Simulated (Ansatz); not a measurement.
Computed with Ansatz on PBE0-D4/def2-TZVP structures; ΔE is electronic, products minus reactants. CCSD(T)/CBS is the MP2 limit (def2-TZVPP, def2-QZVPP) plus CCSD(T) − MP2 in def2-TZVPP, frozen cores. Functionals use def2-TZVPP. B3LYP here is the variant with VWN-RPA as its local correlation; programs differ in this. def2 core potentials past Kr. For Sb outer-core shells are correlated without core-valence functions, which leaves a few kJ/mol of doubt a bond. One conformer a species, not always the lowest.

`BCS[SiH2]C` + `[SH][SbH2]` → `C[SiH2][S][SbH2]` + `BCS`  (ligand exchange at the Si–S bond)

`BCS[SiH2]C`:

```xyz
14

B    -0.637   -1.156    2.638
C    -0.255   -0.784    1.180
S     0.942    0.575    1.025
Si    1.188    0.615   -1.091
C    -0.367    1.108   -2.001
H    -0.249   -0.539    3.584
H    -1.368   -2.091    2.801
H     0.109   -1.683    0.666
H    -1.199   -0.533    0.673
H     1.620   -0.733   -1.558
H     2.278    1.596   -1.335
H    -1.177    0.398   -1.816
H    -0.701    2.099   -1.686
H    -0.184    1.130   -3.079
```

`[SH][SbH2]`:

```xyz
5

S    -0.941    0.087   -1.175
Sb    0.568   -0.389    0.664
H    -1.029   -1.203   -1.534
H     1.653    0.875    0.277
H    -0.250    0.631    1.767
```

`C[SiH2][S][SbH2]`:

```xyz
11

C     1.589   -0.442    1.513
Si    0.148    0.355    0.641
S    -0.189   -0.725   -1.173
Sb   -2.073    0.592   -1.960
H     1.373   -1.487    1.744
H     2.486   -0.404    0.891
H     1.798    0.082    2.450
H     0.434    1.785    0.339
H    -1.075    0.319    1.491
H    -1.482    0.701   -3.561
H    -3.011   -0.777   -2.376
```

`BCS`:

```xyz
8

B    -0.259   -0.050   -1.010
C    -0.118    0.474    0.440
S     0.556   -0.621    1.715
H     0.232   -1.082   -1.369
H    -0.843    0.629   -1.805
H    -1.081    0.862    0.791
H     0.518    1.370    0.347
H     0.995   -1.583    0.891
```

Question: Is it downhill or uphill in electronic energy at CCSD(T)/CBS, and by how much? (An estimate is asked.)

Answer: The calculation gave: Downhill: ΔE = -6.0 kJ/mol.

Question: What do these levels give: r2SCAN-D4, PBE, PBE0, B3LYP, MP2/def2-TZVPP, HF/def2-QZVPP? (An estimate is asked.)

Answer: The calculation gave: r2SCAN-D4 -3.2, PBE -2.9, PBE0 -3.9, B3LYP -1.9, MP2/def2-TZVPP -7.1, HF/def2-QZVPP -2.7 kJ/mol.

Largest T1 diagnostic among the species: 0.013.
